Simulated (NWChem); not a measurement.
System: BHCl, doublet; SMILES [BH]Cl

The following NWChem deck was run.

```
start job
memory heap 200 mb stack 900 mb global 1100 mb
geometry units angstroms noautosym nocenter noautoz
  B      0.132808     1.202989     0.000000
  Cl     0.022959    -0.512221     0.000000
  H     -0.831785     1.928546     0.000000
end
basis spherical
  * library 6-31g*
end
dft
  odft
  mult 2
  xc hfexch
  iterations 150
  mulliken
end
task dft energy
esp
  recalculate
  probe 0.07
  range 0.3
  factor 1.0
  spacing 0.02
end
task esp
```

Output (shortened):

```
             Northwest Computational Chemistry Package (NWChem) 7.3.0
             --------------------------------------------------------

                             Geometry "geometry" -> ""
                             -------------------------

 Output coordinates in angstroms (scale by  1.889725989 to convert to a.u.)

  No.       Tag          Charge          X              Y              Z
 ---- ---------------- ---------- -------------- -------------- --------------
    1 B                    5.0000     0.13280800     1.20298900     0.00000000
    2 Cl                  17.0000     0.02295900    -0.51222100     0.00000000
    3 H                    1.0000    -0.83178500     1.92854600     0.00000000

 Effective nuclear repulsion energy (a.u.)      31.8413141137

  xc_inp: hfexch multiplicative factor not found.

                                 NWChem DFT Module
                                 -----------------

 Summary of "ao basis" -> "ao basis" (spherical)
 ------------------------------------------------------------------------------
       Tag                 Description            Shells   Functions and Types
 ---------------- ------------------------------  ------  ---------------------
 B                           6-31g*                  6       14   3s2p1d
 Cl                          6-31g*                  8       18   4s3p1d
 H                           6-31g*                  2        2   2s

            General Information
            -------------------
          SCF calculation type: DFT
          Wavefunction type:  spin polarized.
          No. of atoms     :     3
          No. of electrons :    23
           Alpha electrons :    12
            Beta electrons :    11
          Charge           :     0
          Spin multiplicity:     2
          Use of symmetry is: off; symmetry adaption is: off
          Maximum number of iterations: 150
          AO basis - number of functions:    34
                     number of shells:    16
          Convergence on energy requested:  1.00D-06
          Convergence on density requested:  1.00D-05
          Convergence on gradient requested:  5.00D-04

              XC Information
              --------------
                     Hartree-Fock (Exact) Exchange  1.000

      Superposition of Atomic Density Guess
      -------------------------------------

 Sum of atomic energies:        -484.47490375

      Non-variational initial energy
      ------------------------------

 Total energy =    -484.863327
 1-e energy   =    -731.072278
 2-e energy   =     214.367638
 HOMO         =      -0.077625
 LUMO         =       0.023486

     ---------------------------------------------
      Total Density - Mulliken Population Analysis
     ---------------------------------------------

    Atom       Charge   Shell Charges
 -----------   ------   -------------------------------------------------------
    1 B    5     4.76   2.00  0.63  0.82  0.79  0.48  0.04
    2 Cl  17    17.24   2.00  2.00  5.98  1.38  3.66  0.54  1.66  0.02
    3 H    1     1.00   0.47  0.53

     --------------------------------------------
      Spin Density - Mulliken Population Analysis
     --------------------------------------------

    Atom       Charge   Shell Charges
 -----------   ------   -------------------------------------------------------
    1 B    5     0.80   0.00  0.05  0.25  0.21  0.28  0.00
    2 Cl  17     0.08   0.00  0.00  0.00  0.01  0.07 -0.00  0.00  0.01
    3 H    1     0.12   0.05  0.07

[...]

                     NWChem Electrostatic Potential Fit Module
                     -----------------------------------------

 Atom parameters

 Number of atoms is                                    3
 Number of basis functions is                         34

 Grid parameters

 Maximum number of grid points is                  19937
 Number of grid points is                          19936
 Grid range                                     0.300000 nm
 Grid spacing                                   0.020000 nm
 Probe radius                                   0.070000 nm
 Atom radius factor                             1.000000

 Atomic radii

    1    0.100000
    5    0.158000
   17    0.169000
 FASTESP  F
  using M.O. file = ./job.movecs

    Atom              Coordinates                           Charge

                                                  ESP

    1 B     0.013281    0.120299    0.000000    0.099719
    2 Cl    0.002296   -0.051222    0.000000   -0.109813
    3 H    -0.083179    0.192855    0.000000    0.010094
                                            ------------
                                               -0.000000

 Dipole moment                                  0.369800

 Quadrupole moment Qxx                          0.043680
                   Qyy                          0.004007
                   Qzz                         -0.047687

 RMS deviation kJ/mol                           0.163009

 RRMS %                                        77.489252
```

Level: UHF/6-31G* (spherical d). In the optimisation the excess spin sits in a' (Cs, its own frame). Coordinates come from a PBE0/def2-SVP, spin-unrestricted optimisation. No stability test was run on the SCF state.
